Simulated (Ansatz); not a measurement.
ClF₂GeI (`[F][Ge]([F])([Cl])[I]`) at its PBE0-D4/def2-TZVP geometry, where that method's forces vanish. Total charge 0; spin multiplicity 1. I takes the def2 core potential.

```xyz
5

F    -0.9727   -0.8769   -1.1767
Ge    0.0281   -0.0692   -0.0484
F     1.6064   -0.1602   -0.7024
Cl    0.0031   -1.1682    1.7488
I    -0.6650    2.2744    0.1787
```

Question: What forces (eV/Å) does PBE-D4/def2-TZVPP give on these atoms in Ansatz 0.2.0? (Estimate.)

Answer: Computed: 
```
F1  -0.469 -0.373 -0.525
Ge2 -0.161  0.313  0.401
F3   0.736 -0.038 -0.304
Cl4 -0.006 -0.240  0.397
I5  -0.100  0.337  0.032
```
